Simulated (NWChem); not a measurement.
Molecule: CAgIO; SMILES [O+]#[C-]->[Ag][I]

def2 effective core potentials on Ag, I; no spin-orbit coupling.

Problem. Give the equilibrium geometry at PBE0/def2-SVP with def2 effective core potentials on Ag, I (NWChem) as an XYZ file, with the point group.

Solution. point group C*v; any orientation.
```
4

Ag    -0.0077    -0.8327     0.0000
I      0.0185     1.7290     0.0000
O     -0.0561    -3.9973     0.0000
C     -0.0361    -2.8710     0.0000
```
